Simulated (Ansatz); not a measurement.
```yaml
crystal:
  periodic: [false, false, false]
  atoms:
    - {symbol: O, position_ang: [-1.535169, -0.320878, -0.598610]}
    - {symbol: P, position_ang: [-0.322969, 0.647733, -1.147281]}
    - {symbol: Sb, position_ang: [1.402216, 0.664497, 0.719474]}
    - {symbol: H, position_ang: [-1.235176, -1.105814, -0.130409]}
    - {symbol: H, position_ang: [0.470043, -0.290421, -1.882486]}
    - {symbol: H, position_ang: [0.254194, 1.284095, 1.821166]}
    - {symbol: H, position_ang: [1.028061, -0.947212, 1.172345]}
basis:
  gaussian: {orbitals: def2-TZVPD}
magnetization: {spin_polarized: true, initial_magnetization: 1}
hamiltonian: {xc: {name: HF}}
correlation: {method: rpa, electrons: outside_noble_gas}
```

```sh
$ ansatz run in.yaml --threads 2 --pin off --events-out ev --progress --plain --max-ram 4352MiB
```

It prints (some lines left out):

```
Error: a molecule whose nuclei and cores have a total charge of 50 cannot have a net charge of 0 together with 1 unpaired electrons
```

**Question.** Something in this input is off. What?

**Answer.** The number of unpaired electrons doesn't fit the electron count. The program refused the input.
